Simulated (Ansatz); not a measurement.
Consider the formal exchange of groups at a Ge–O bond: `C[O][GeH]([Cl])[O]C` + `N=C[SeH]` → `C[O][GeH]([Cl])[SeH]` + `COC=N`.

Gas-phase electronic energies from Ansatz, PBE0-D4/def2-TZVP geometries. CCSD(T)/CBS adds triple-zeta CCSD(T) − MP2 to the extrapolated MP2 energy (def2 sets, frozen cores). DFT in def2-TZVPP. B3LYP here is the variant with VWN-RPA as its local correlation; programs differ in this. For Ge, Se outer-core shells are correlated without core-valence functions, which leaves a few kJ/mol of doubt a bond. Scalar relativity is left out up to krypton. One conformer a species, not always the lowest.

`C[O][GeH]([Cl])[O]C`:

Cartesian coordinates in Å:
```
C 0.639 0.761 2.093
O 0.413 -0.156 1.044
Ge -1.045 -0.079 0.066
Cl -1.241 1.952 -0.626
O -0.794 -1.154 -1.287
C 0.330 -0.981 -2.131
H -0.108 0.663 2.890
H 1.621 0.541 2.516
H 0.636 1.796 1.736
H -2.319 -0.497 0.796
H 0.304 -0.011 -2.640
H 1.268 -1.064 -1.575
H 0.295 -1.770 -2.884
```

`N=C[SeH]`:

Z-matrix (Å, degrees):
```
C
Se 1 1.903
N 1 1.257 2 119.6
H 1 1.094 2 114.0 3 180.0
H 2 1.468 1 94.0 3 -180.0
H 3 1.018 1 111.3 2 -180.0
```

`C[O][GeH]([Cl])[SeH]`:

Cartesian coordinates in Å:
```
C 0.903 1.102 -0.692
O 1.222 -0.093 -0.010
Ge -0.044 -1.048 0.752
Cl -0.929 0.150 2.308
Se -1.747 -1.626 -0.754
H 0.163 0.931 -1.483
H 0.519 1.865 -0.007
H 1.821 1.474 -1.149
H 0.662 -2.263 1.349
H -2.569 -0.493 -0.314
```

`COC=N`:

Z-matrix (Å, degrees):
```
C
O 1 1.422
H 1 1.088 2 105.8
H 1 1.092 2 110.6 3 119.9
H 1 1.092 2 110.6 3 -119.9
C 2 1.331 1 115.7 3 -180.0
N 6 1.261 2 123.4 1 -0.0
H 6 1.093 2 109.6 1 180.0
H 7 1.014 6 110.5 2 180.0
```

| level | ΔE (kJ/mol) | difference from CCSD(T)/CBS |
| --- | --- | --- |
| PBE-D4 | -65.1 | -9.8 |
| r2SCAN-D4 | -62.4 | -7.1 |
| PBE0-D4 | -67.8 | -12.5 |
| B3LYP-D4 | -59.1 | -3.8 |
| ωB97X-V | -60.3 | -5.0 |
| ωB97M-V | -61.7 | -6.4 |
| PBE | -64.5 | -9.2 |
| B3LYP | -57.9 | -2.6 |
| MP2/def2-TZVPP | -53.4 | 1.9 |
| SCS-MP2/def2-TZVPP | -48.9 | 6.4 |
| CCSD/def2-TZVPP | -51.8 | 3.5 |
| CCSD(T)/def2-TZVPP | -52.1 | 3.2 |
| MP2/def2-QZVPP | -54.8 | 0.5 |
| HF/CBS(def2) | -56.4 | -1.1 |
| MP2/CBS(def2) | -56.7 | -1.4 |
| CCSD/CBS(def2) | -55.0 | 0.3 |
| CCSD(T)/CBS | -55.3 | 0 |

Largest T1 diagnostic among the species: 0.014.

In def2-TZVPP, CCSD(T) changes the Hartree–Fock value by +5.9 kJ/mol (the triples alone add −0.3 kJ/mol) and MP2 by +4.6 kJ/mol.
